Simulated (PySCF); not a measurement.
A GIAO shielding run with PySCF (density fitting, non-relativistic, gas phase) on SMILES C=CCC1([SiH2]N=C)CC1, C7H13NSi:

```
{"job": {"kind": "nmr", "xc": "PBE0", "basis": "pcSseg-1"}, "charge": 0, "multiplicity": 1}
C     -2.908479     1.449899    -0.013846
C     -2.293596     0.289972    -0.145650
C     -1.525994    -0.392670     0.940170
C     -0.060945    -0.532261     0.565371
Si     0.855255     1.110488     0.399088
N      2.517808     0.663063     0.307872
C      3.405450     0.803085    -0.555130
C      0.675292    -1.727093     1.108188
C      0.304775    -1.679404    -0.337814
H     -2.904051     1.987603     0.920463
H     -3.443996     1.910780    -0.826614
H     -2.305131    -0.229649    -1.095695
H     -1.611831     0.176444     1.869145
H     -1.955246    -1.386212     1.108446
H      0.309713     1.882883    -0.724751
H      0.802541     1.866893     1.649540
H      3.272387     1.314511    -1.513587
H      4.399243     0.401763    -0.368091
H      1.714981    -1.611336     1.371843
H      0.134295    -2.408130     1.750357
H      1.093785    -1.540979    -1.062930
H     -0.486667    -2.330263    -0.683244
```

Hardware: 1 thread of an Arm Neoverse V1, shared host. The job also computes population analyses, field gradients, ring-centre shieldings.

Q: How large is the calculation?

A: 76 electrons, 225 basis functions and 1180 auxiliary functions.

Q: How long does it take?

A: 48 s of wall time, with 14 SCF cycles and 5 response iterations. Times on a shared host scatter by some tens of per cent.
